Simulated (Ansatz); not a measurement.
Isolated molecules relaxed with PBE0-D4/def2-TZVP in Ansatz; ΔE leaves out vibrations. CCSD(T)/CBS adds triple-zeta CCSD(T) − MP2 to the extrapolated MP2 energy (def2 sets, frozen cores). DFT in def2-TZVPP. B3LYP here is the variant with VWN-RPA as its local correlation; programs differ in this. One conformer a species, not always the lowest.

Consider the ligand exchange at the Si–C bond: `NC[SiH3]` + `S[SiH2]Cl` → `[SiH3]S[SiH2]Cl` + CH₃NH₂.

Is it downhill or uphill in electronic energy at CCSD(T)/CBS, and by how much? (Estimate.)

Computed: Downhill: ΔE = -77.9 kJ/mol.

What do these levels give: r2SCAN-D4, B3LYP-D4, ωB97M-V, B2PLYP, r2SCAN, B3LYP, HF/def2-TZVPP, SCS-MP2/def2-TZVPP, CCSD/def2-TZVPP, SCS-MP2/def2-QZVPP, HF/CBS(def2), MP2/CBS(def2)? (An estimate is asked.)

Ansatz gave: r2SCAN-D4 -78.0, B3LYP-D4 -76.2, ωB97M-V -74.6, B2PLYP -74.0, r2SCAN -77.2, B3LYP -70.1, HF/def2-TZVPP -75.1, SCS-MP2/def2-TZVPP -77.4, CCSD/def2-TZVPP -73.1, SCS-MP2/def2-QZVPP -79.4, HF/CBS(def2) -75.0, MP2/CBS(def2) -83.9 kJ/mol.

Largest T1 diagnostic among the species: 0.011.

The D4 term adds −6.1 kJ/mol with B3LYP and −3.4 kJ/mol with PBE0; it sums over pairs of atoms, weighted by their polarisabilities, and B3LYP, whose exchange is more repulsive, gets the larger term.
